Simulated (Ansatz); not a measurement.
Job for Ansatz (a program for electronic structure): R-CCSD(T)/aug-cc-pVTZ on Br2Ge (SMILES [Br][Ge][Br]), atoms moved off the minimum. The run froze 42 orbitals, filled d shells among them.

Ansatz 0.2 input:
```yaml
crystal:
  periodic: [false, false, false]
  atoms:
    - {symbol: Ge, position_ang: [-0.08152181, -0.17071322, 0.80957368]}
    - {symbol: Br, position_ang: [0.91577323, -1.45932860, -0.31436030]}
    - {symbol: Br, position_ang: [-0.95037945, 1.42873750, -0.54961472]}
basis:
  gaussian:
    orbitals: aug-cc-pVTZ
magnetization: {spin_polarized: false}
correlation: {method: ccsd_t, electrons: outside_noble_gas}
scf: {lower_state_search: off}
output: {forces: true}
```

Output:

```
WARN ansatz: RAYON_NUM_THREADS=4 ignored (pool sized by the plan → 4); use --threads N
Functional definition: HF
these checks for a lower state are left out or cut short: starts, cluster_reference, orbital_swaps, neighbouring_geometries, increment
integrals: 0.58 GiB planned
1143 factors; integrals over basis functions are off by at most 1.0e-3 eV
mean field: 1.16 GiB planned
mean field evaluation 1: about -196475.6128 eV, gradient 1.3e1 eV
mean field evaluation 2: about -196475.6628 eV, gradient 1.3e1 eV
mean field evaluation 4: about -196476.2862 eV, gradient 1.6e0 eV
mean field evaluation 8: about -196476.3074 eV, gradient 2.2e-1 eV
mean field evaluation 16: about -196476.3080 eV, gradient 1.9e-6 eV
mean field -196476.30796766 eV, -7220.3711413867 hartree, gradient 1.9e-6 eV, S^2 0.000000; 0 other end points of the search recorded, 0 dependent functions left out
42 core orbitals not correlated
reference -196476.30796766 eV, -7220.3711413867 hartree; 9, 9 occupied and 126, 126 virtual orbitals, 1143 factors
densities: 1.80 GiB planned
second order -11.32181623 eV of doubles, -0.00000000 eV of singles
coupled cluster: 0.98 GiB planned
cycle   1  -11.88986349 eV  change   -5.7e-1 eV  update   7.9e-2
cycle   2  -12.15655477 eV  change   -2.7e-1 eV  update   2.4e-2
cycle   3  -12.20999022 eV  change   -5.3e-2 eV  update   1.3e-2
cycle   4  -12.20094621 eV  change    9.0e-3 eV  update   3.8e-3
cycle   5  -12.19957309 eV  change    1.4e-3 eV  update   1.5e-3
cycle   6  -12.19987407 eV  change   -3.0e-4 eV  update   5.0e-4
cycle   7  -12.19983732 eV  change    3.7e-5 eV  update   1.9e-4
cycle   8  -12.19985974 eV  change   -2.2e-5 eV  update   6.4e-5
cycle   9  -12.19986052 eV  change   -7.8e-7 eV  update   2.4e-5
cycle  10  -12.19984651 eV  change    1.4e-5 eV  update   9.0e-6
cycle  11  -12.19984981 eV  change   -3.3e-6 eV  update   3.6e-6
perturbative correction -0.57468365 eV, -0.0211192344 hartree
the calculation of the forces begins
Total energy: -196489.08250111 eV, -7220.8405968323 hartree
Atom 0 at    -0.081522    -0.170713     0.809574 Å, force    -4.415605     5.277871     7.073324 eV/Å
Atom 1 at     0.915773    -1.459329    -0.314360 Å, force     4.956877    -6.344050    -5.884418 eV/Å
Atom 2 at    -0.950379     1.428737    -0.549615 Å, force    -0.541273     1.066179    -1.188906 eV/Å
Dipole moment:     0.187995    -0.295545     0.046276 e Å
Checks for a lower state left out: starts, cluster_reference, orbital_swaps, neighbouring_geometries, increment
```

The calculation finished and met its thresholds.

Cost: around 2.1 core-minutes (rough).
